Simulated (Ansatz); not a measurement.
`N#[C][Al]([F])[F]` + `[AlH2][SH]` → `[F][Al]([F])[SH]` + `N#[C][AlH2]` at 500 K and 1 bar (redistribution).

Program: Ansatz. Geometries: PBE0-D4/def2-TZVP. ΔE: electronic, gas phase. CBS: MP2 limit from def2 TZ/QZ plus the TZ coupled-cluster correction, frozen cores. This one scheme is used for every species. Each species was taken in one conformer, which may not be the lowest.

```json
{"species": "`N#[C][Al]([F])[F]`", "CCSD(T)/CBS energy (Eh)": "-534.51064", "H − E (kJ/mol)": "69.8", "S (J/(mol·K))": "359.9"}
{"species": "`[AlH2][SH]`", "CCSD(T)/CBS energy (Eh)": "-641.61836", "H − E (kJ/mol)": "86.7", "S (J/(mol·K))": "303.7"}
{"species": "`[F][Al]([F])[SH]`", "CCSD(T)/CBS energy (Eh)": "-840.18239", "H − E (kJ/mol)": "72.6", "S (J/(mol·K))": "357.9"}
{"species": "`N#[C][AlH2]`", "CCSD(T)/CBS energy (Eh)": "-335.94780", "H − E (kJ/mol)": "83.8", "S (J/(mol·K))": "307.3"}
```

H − E and S are ideal-gas, rigid-rotor, harmonic terms from PBE0-D4/def2-TZVP, for one conformer and one mirror image of each species. 1 Eh = 2625.50 kJ/mol, R = 8.31446 J/(mol·K).

Question: By hand: ΔE, ΔH, ΔS and ΔG.

Answer: ΔE = (-840.18239) + (-335.94780) − (-534.51064) − (-641.61836) = -0.00119 Eh = -3.1 kJ/mol. Δ(H − E) = 72.6 + 83.8 − 69.8 − 86.7 = -0.1, so ΔH = -3.2 kJ/mol. ΔS = 357.9 + 307.3 − 359.9 − 303.7 = 1.6 J/(mol·K). ΔG = -3.2 − 500 × (1.6)/1000 = -4.0 kJ/mol.

Question: By hand: the equilibrium constant, and the temperature at which ΔG would vanish if ΔH and ΔS stayed fixed.

Answer: log₁₀ K = −ΔG/(RT ln 10) = 0.4. ΔH and −TΔS have one sign here, so there is no such temperature. One of them is within its doubt of zero, so this could turn.

The number of gas molecules stays the same, so ΔS is small and ΔH decides. The sign of ΔG lies within the doubt. A doubt of 5 kJ/mol in ΔE shifts log₁₀ K by 0.5 here. Other conformers and mirror images would add mixing entropy, several J/(mol·K) or more a flexible species. These are equilibria of isolated gas molecules and say nothing of rates. Largest T1 diagnostic: 0.014 (customary marks: 0.02 for closed shells, 0.045 for open ones).
